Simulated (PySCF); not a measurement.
Compound: C2H8Ge2O.
Geometry (PBE0-D3(BJ)/def2-SVP, Å), atoms numbered from 1 in this order:
```xyz
13
C2H8Ge2O angstrom
C     -1.9718   -0.8397   -0.9603
C     -1.7048   -0.0460    0.0820
Ge    -0.6424    1.5649   -0.1023
O      0.9239    1.3458    0.7183
Ge     1.9744   -0.0869    0.6987
H     -2.5615   -1.7582   -0.8591
H     -1.6136   -0.6077   -1.9704
H     -2.0865   -0.3231    1.0726
H     -0.3946    1.8051   -1.6074
H     -1.2830    2.7827    0.5821
H      2.2260   -0.5242   -0.7608
H      1.3029   -1.2343    1.4803
H      3.2835    0.3464    1.3754
```

The closed-shell ground state was solved at several levels (PySCF, density fitting, gas phase). The calculation is non-relativistic and has no spin–orbit coupling, an omission that weighs most on germanium.

```
              level  basis functions  total energy (Eh)  HOMO (eV)  LUMO (eV)  gap (eV)  dipole (D)
BHandHLYP/def2-SVPD              203         -4309.4919      -9.20       0.14      9.34        1.73
       HF/def2-SVPD              203         -4305.3641     -10.67       2.23     12.90        1.85
    B3LYP/def2-SVPD              203         -4309.7208      -7.79      -1.09      6.70        1.64
      PBE0/def2-SVP              146         -4308.9053      -7.92      -0.67      7.25        1.69
  wB97X-D/def2-SVPD              203         -4309.7006      -9.89       0.93     10.82        1.67
      PBE/def2-SVPD              203         -4308.7916      -6.58      -1.83      4.75        1.57
CAM-B3LYP/def2-SVPD              203         -4309.7905      -9.40       0.21      9.61        1.68
  LC-wPBE/def2-SVPD              203         -4308.9856     -10.71       1.38     12.09        1.69
      LDA/def2-SVPD              203         -4302.0156      -6.67      -2.07      4.60        1.61
```

(1) Estimate the row for PBE0/def2-SVPD, a basis of 203 functions; the other rows only guide the guess.

(2) Over all these levels, which gives the widest orbital gap and which the narrowest?

(3) In the def2-SVPD basis, how does the gap go with the fixed share of exact exchange?

(4) How far do the dipole and the HOMO energy spread over the levels?

## Answers

(1) Total energy -4308.9177 Eh, HOMO -8.02 eV, LUMO -0.86 eV, gap 7.16 eV, dipole 1.65 D.

(2) HF/def2-SVPD (Hartree–Fock, all exact exchange) has the widest, 12.90 eV, and LDA/def2-SVPD (LDA) the narrowest, 4.60 eV. The two share the basis. From the narrowest to the widest the HOMO moves by -4.00 eV and the LUMO by +4.30 eV.

(3) LDA (0 %) 4.60 eV; PBE (0 %) 4.75 eV; B3LYP (20 %) 6.70 eV; PBE0 (25 %) 7.16 eV; BHandHLYP (50 %) 9.34 eV; HF (100 %) 12.90 eV. Each rise in the share widens the gap here.

(4) The dipole runs from 1.57 to 1.85 D (mean 1.68 D) and the HOMO from -10.71 to -6.58 eV.

One conformer stands for the species.

The pairwise dispersion term of wB97X-D wasn't added to the energies; at a given geometry it leaves orbitals and properties as they are.
